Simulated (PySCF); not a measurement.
Sn(H)3(SH) (H₄SSn), SMILES [SH][SnH3]. Coordinates come from a B3LYP-D3(BJ)/def2-TZVP optimisation. The def2 effective core potentials stand for the cores of Sn; spin–orbit coupling is left out.

The numbers are results of B3LYP-D3(BJ)/def2-TZVP (PySCF), not measurements.

Harmonic wavenumbers (cm⁻¹): 115, 343, 425, 462, 685, 707, 711, 731, 1922, 1923, 1948, 2672. Rotational constants (GHz): 51.89, 3.152, 3.117; symmetry number 1.

Q: Work out the zero-point energy and the ideal-gas rigid-rotor harmonic-oscillator thermochemistry at 298.15 K and 1 atm.

A: ZPE = ½ Σ hcν = ½ × 12643 cm⁻¹ = 18.07 kcal/mol. H − E(el) = 21.73 kcal/mol. Entropy in cal/(mol K): translation 41.02, rotation 23.96, vibration 7.22, total 72.20. G − E(el) = 0.21 kcal/mol. Cp = 17.53 cal/(mol K). Modes under 150 cm⁻¹ make the vibrational entropy uncertain.
